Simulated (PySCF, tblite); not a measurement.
Isomers of C4H7NSi. All values are computed: GFN2-xTB (tblite) harmonic vibrations without scaling, gas phase. Against measured fundamentals such values can be off by several per cent, at times by over 20. Modes of hydrogen on silicon can be 10 to 20 % off. One conformer each.

Electronic energies: PBE0/pcSseg-1 single points on the GFN2-xTB geometries (PySCF, gas phase).

| SMILES | electronic energy, lowest = 0 (kJ/mol) |
| --- | --- |
| [H]/N=C\CC#C[SiH3] | 225.3 |
| [SiH3]n1cccc1 | 0.0 |
| N#CC1C[SiH2]C1 | 100.7 |
| C#C[SiH2]/C=N\C | 267.0 |
| C=C(C#N)C[SiH3] | 122.2 |

Task: How do GFN2-xTB zero-point energies change the relative energies?

Result: 
```tsv
SMILES	ZPE (kJ/mol)	of it from modes above 1550 cm⁻¹	electronic (kJ/mol)	with ZPE, lowest = 0 (kJ/mol)	lowest mode (cm⁻¹)	rings
[SiH3]n1cccc1	248.0	125.8	0.0	0.0	24	1
N#CC1C[SiH2]C1	251.9	131.4	100.7	104.6	48	1
C=C(C#N)C[SiH3]	239.8	138.2	122.2	114.1	48	0
[H]/N=C\CC#C[SiH3]	237.9	137.3	225.3	215.3	28	0
C#C[SiH2]/C=N\C	241.3	141.0	267.0	260.3	49	0
```

The zero-point energies span 14.0 kJ/mol, from `[H]/N=C\CC#C[SiH3]` to `N#CC1C[SiH2]C1`. The order is unchanged.

Task: And how do the electronic energies of GFN2-xTB itself compare?

Result: `[SiH3]n1cccc1` 0.0; `N#CC1C[SiH2]C1` 225.8; `C=C(C#N)C[SiH3]` 239.7; `[H]/N=C\CC#C[SiH3]` 314.5; `C#C[SiH2]/C=N\C` 366.4 kJ/mol, lowest = 0. Against the energies above, taken from the same isomer `[SiH3]n1cccc1`, the largest difference is 125.1 kJ/mol.

Task: What do entropy and thermal enthalpy add at 298.15 K and 1 bar (rigid rotor, harmonic oscillator, one conformer each)?

Result: 
| SMILES | point group | symmetry number | S (J/(mol K)) | H − H(0) (kJ/mol) | ZPE + H − H(0) − TS (kJ/mol) |
| --- | --- | --- | --- | --- | --- |
| N#CC1C[SiH2]C1 | Cs | 1 | 343.0 | 20.56 | 170.2 |
| C=C(C#N)C[SiH3] | C1 | 1 | 366.6 | 23.48 | 154.0 |
| [H]/N=C\CC#C[SiH3] | C1 | 1 | 385.7 | 24.96 | 147.9 |
| C#C[SiH2]/C=N\C | C1 | 1 | 375.6 | 24.78 | 154.0 |

Not tabulated: `[SiH3]n1cccc1` (lowest mode only 24 cm⁻¹).
